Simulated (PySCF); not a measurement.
# C₆ coefficients of unlike pairs at UHF

Calculated with PySCF 2.14 from the dipole response of each species, C₆(A,B) = (3/π) ∫ α_A(iu) α_B(iu) du, in atomic units, from isotropic polarisabilities. For ions this is the dispersion term alone; charge-induced terms of lower order in 1/R come first.

```tsv
species	configuration	basis	relativity	α (bohr³)	C₆ (like pair)
Sb	[Kr] 4d10 5s2 5p3 (4S)	aug-cc-pVTZ-PP with one added diffuse shell each of d, f type with ECP28MDF (6s5p5d3f)	core potential	44.29	482.3
Ge(3+)	[Ar] 3d10 4s1 (2S)	def2-TZVPPD (7s5p5d1f)	none	7.813	17.83
Cu+	[Ar] 3d10 (1S)	aug-cc-pwCVTZ-DK with one added diffuse shell each of s, p, d, f, g type (11s10p8d5f4g)	spin-free X2C	5.370	17.31
W(2+)	[Xe] 4f14 5d4 (5D)	aug-cc-pVTZ-PP with ECP60MDF (6s6p5d3f2g)	core potential	12.28	72.24
```

Question: Estimate C₆ for Ge(3+) with Sb.

Answer: The integral gives 92.38. The combination rule 2 C_A C_B / (C_A α_B/α_A + C_B α_A/α_B) gives 92.40 and the geometric mean 92.74.

No spin-orbit coupling is included.

The other pairs:

| pair | C₆ |
| --- | --- |
| Cu+, Ge(3+) | 16.35 |
| W(2+), Sb | 175.4 |
| W(2+), Cu+ | 35.03 |
| Cu+, Sb | 81.97 |
| W(2+), Ge(3+) | 34.61 |
